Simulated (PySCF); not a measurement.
Job file and geometry (Å, from GFN2-xTB) of an NMR shielding run on `BCC[C@@H](C)BOC`, C5H14B2O, GIAO PBE0/pcSseg-1 NMR shielding, non-relativistic, gas phase (PySCF 2.14.0, density-fitted response routines); density fitting, a coarse starting grid and PySCF grid level 2 are the driver's defaults:

```
$ OMP_NUM_THREADS=1 python probes_run.py task.json out

{"job": {"kind": "nmr", "xc": "PBE0", "basis": "pcSseg-1"}, "charge": 0, "multiplicity": 1}
B     -2.837648     1.654031    -0.268809
C     -1.712528     0.816955     0.428271
C     -0.715277     0.100724    -0.488879
C      0.378437    -0.683782     0.265881
C     -0.222552    -1.856354     1.046945
B      1.484615    -1.175983    -0.792551
O      2.474696    -0.439744    -1.277875
C      2.775583     0.898642    -0.971695
H     -3.494050     2.375084     0.377949
H     -3.045649     1.557909    -1.415785
H     -2.228660     0.067025     1.039133
H     -1.160577     1.426015     1.151752
H     -1.254501    -0.589105    -1.140817
H     -0.237937     0.844988    -1.131425
H      0.822447     0.001077     1.000834
H     -0.772586    -2.513196     0.377105
H      0.568060    -2.437703     1.516216
H     -0.898467    -1.516108     1.829685
H      1.457667    -2.264602    -1.234026
H      2.641604     1.501435    -1.873251
H      2.143995     1.299106    -0.176900
H      3.822917     0.952971    -0.665353
```

**Question.** What does the program print?

**Answer.** 
```
coarse grid: 17368 points
cycle   1  E = -323.2976849874  dE =  6.131e-01  |g| = 6.392e-01  |ddm| = 3.852e+00
cycle   2  E = -323.2305353939  dE =  6.715e-02  |g| = 8.923e-01  |ddm| = 1.206e+00
cycle   3  E = -323.3852066733  dE = -1.547e-01  |g| = 1.195e-01  |ddm| = 7.279e-01
cycle   4  E = -323.3877709783  dE = -2.564e-03  |g| = 3.945e-02  |ddm| = 1.084e-01
cycle   5  E = -323.3881241771  dE = -3.532e-04  |g| = 8.965e-03  |ddm| = 4.095e-02
cycle   6  E = -323.3881437680  dE = -1.959e-05  |g| = 2.166e-03  |ddm| = 1.094e-02
cycle   7  E = -323.3881448959  dE = -1.128e-06  |g| = 4.086e-04  |ddm| = 2.011e-03
final grid: 164872 points
cycle   8  E = -323.4448256175  dE = -6.111e-05  |g| = 1.219e-02  |ddm| = 3.404e-02
cycle   9  E = -323.4447986035  dE =  2.701e-05  |g| = 1.717e-02  |ddm| = 2.090e-02
cycle  10  E = -323.4448582808  dE = -5.968e-05  |g| = 2.019e-03  |ddm| = 1.216e-02
cycle  11  E = -323.4448591302  dE = -8.494e-07  |g| = 2.856e-04  |ddm| = 1.678e-03
cycle  12  E = -323.4448591458  dE = -1.563e-08  |g| = 9.421e-05  |ddm| = 3.144e-04
cycle  13  E = -323.4448591481  dE = -2.283e-09  |g| = 2.286e-05  |ddm| = 1.064e-04
cycle  14  E = -323.4448591482  dE = -1.132e-10  |g| = 6.235e-06  |ddm| = 2.220e-05
converged SCF energy = -323.4448591482

GIAO shielding tensors (ppm)
atom      isotropic    diamagn.    paramagn.     s11        s22        s33       span
  0 B        6.790     190.636    -183.847    -75.997    -30.429    126.795    202.791
  1 C      151.089     250.371     -99.283    122.436    156.449    174.382     51.946
  2 C      156.165     251.270     -95.105    142.568    152.009    173.918     31.350
  3 C      160.199     254.440     -94.241    140.641    161.120    178.835     38.193
  4 C      170.672     246.956     -76.284    155.525    169.697    186.793     31.268
  5 B       52.288     195.326    -143.037     11.317     54.832     90.717     79.400
  6 O      158.586     389.151    -230.566    -38.376    146.963    367.170    405.546
  7 C      130.887     248.152    -117.264    103.579    108.925    180.158     76.579
  8 H       23.517      28.717      -5.200     15.687     27.195     27.670     11.982
  9 H       23.588      29.239      -5.651     14.376     27.546     28.843     14.467
 10 H       29.936      31.363      -1.427     24.559     30.559     34.689     10.129
 11 H       30.079      32.051      -1.972     25.366     29.351     35.519     10.153
 12 H       30.416      34.678      -4.262     26.631     28.850     35.768      9.137
 13 H       30.159      35.895      -5.735     24.590     30.565     35.323     10.733
 14 H       30.864      36.086      -5.222     27.226     30.155     35.211      7.984
 15 H       30.998      31.248      -0.251     27.198     28.523     37.272     10.074
 16 H       30.573      30.189       0.384     26.075     27.970     37.675     11.600
 17 H       30.241      31.346      -1.104     25.180     29.826     35.719     10.538
 18 H       26.694      31.071      -4.377     24.685     25.616     29.783      5.099
 19 H       27.692      29.707      -2.015     24.817     25.291     32.968      8.150
 20 H       27.519      33.394      -5.875     23.355     28.652     30.549      7.194
 21 H       27.688      27.941      -0.254     24.032     25.645     33.385      9.353
```

Size and cost of the density-fitted run: 206 basis functions, 54 s wall time on 1 thread of an Arm Neoverse V1, shared host; peak memory 0.93 GiB.
